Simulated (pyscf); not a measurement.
GeH₄ + Cl–SiH•–Cl -> GeH₃• + Cl–SiH₂–Cl, a hydrogen abstraction (doublet surface; Ge–H broken, H–Si formed). Optimised with ωB97X-D3(BJ)/def2-SVP in PySCF. Energies in eV from the separated reactants.

Small-basis levels: PySCF, no dispersion term, spherical d functions. AM1 to PM7: differences of heats of formation from MOPAC, which are fitted to 298 K values and so differ in kind from electronic energies by zero-point and thermal terms. GFN2-xTB: tblite. Open shells are spin-unrestricted. 

| level | barrier | reaction energy |
|---|---|---|
| HF/STO-3G | 1.00 | +0.31 |
| PBE/6-31G*+LANL2DZ | 0.06 | -0.21 |
| B3LYP/STO-3G | 0.60 | +0.58 |
| B3LYP/3-21G | 0.13 | +0.03 |
| B3LYP/6-31G*+LANL2DZ | 0.26 | -0.27 |
| B3LYP/6-311+G**+LANL2DZ | 0.27 | -0.20 |
| GFN2-xTB | 0.29 | -0.34 |
| AM1 | -0.16 | -0.20 |
| PM7 | -0.44 | -0.23 |
| ωB97M-D3(BJ)/def2-TZVP | 0.18 | -0.33 |

Against the last row the barrier runs from -0.61 (PM7) to +0.82 eV (HF/STO-3G). At AM1, PM7 this geometry lies under one side, so the entry may be no barrier of that level: it is a single point on another level's saddle. ωB97M-D3(BJ)/def2-TZVP has limits of its own. One saddle was located; it need not be the lowest between these sides. The angle at the transferred H is 146°. In the def2 sets elements up to Kr have no core potential.
